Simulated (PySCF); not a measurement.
# Potential energy of RbSr along the bond

Set-up: Rb def2-SVP with ECP28, Sr def2-SVP with ECP28; scalar-relativistic core potentials (PySCF 2.14). Energies in eV from Rb + Sr in their ground configurations at the same level. State: ²Σ⁺ (doublet), unpaired electrons σ ↑.

All columns are PBE0. A positive dipole means Rb(−)Sr(+).

```csv
R (Å),E (eV),μ (D),Mulliken charge on Rb (basis-dependent),HOMO (eV),LUMO (eV),Mayer bond order,⟨S²⟩
4.054,-0.077,-1.64,0.17,-2.73,-1.42,0.57,0.76
4.243,-0.132,-1.73,0.17,-2.74,-1.44,0.54,0.76
4.431,-0.161,-1.77,0.17,-2.76,-1.46,0.51,0.76
4.573,-0.170,-1.79,0.16,-2.78,-1.47,0.49,0.76
4.714,-0.172,-1.78,0.14,-2.79,-1.48,0.47,0.76
4.855,-0.169,-1.76,0.12,-2.80,-1.48,0.44,0.76
5.044,-0.159,-1.72,0.10,-2.82,-1.48,0.41,0.76
5.280,-0.141,-1.64,0.07,-2.84,-1.48,0.37,0.76
5.562,-0.118,-1.51,0.04,-2.86,-1.48,0.32,0.75
5.940,-0.087,-1.30,0.02,-2.87,-1.45,0.24,0.75
```

A fit through these points gives, at Re = 4.689 Å, μ = -1.78 D and dμ/dR = 0.0721 D/Å; the reduced mass is 43.19 u.

Question: How strong is the fundamental in the double-harmonic approximation, I = 42.26·(dμ/dR)²/μred km/mol?

Answer: I = 42.26·(0.0721)²/43.19 = 0.00509 km/mol at PBE0.

The bond is weak. Basis-set superposition, not corrected here, can be much of De in a small basis, most of all at correlated wavefunction levels. Functionals without a dispersion term scatter widely for such bonds, and LDA overbinds them. Spin–orbit coupling is left out. The state is the lowest determinant that a PBE0 search found; another state may lie lower at other levels.
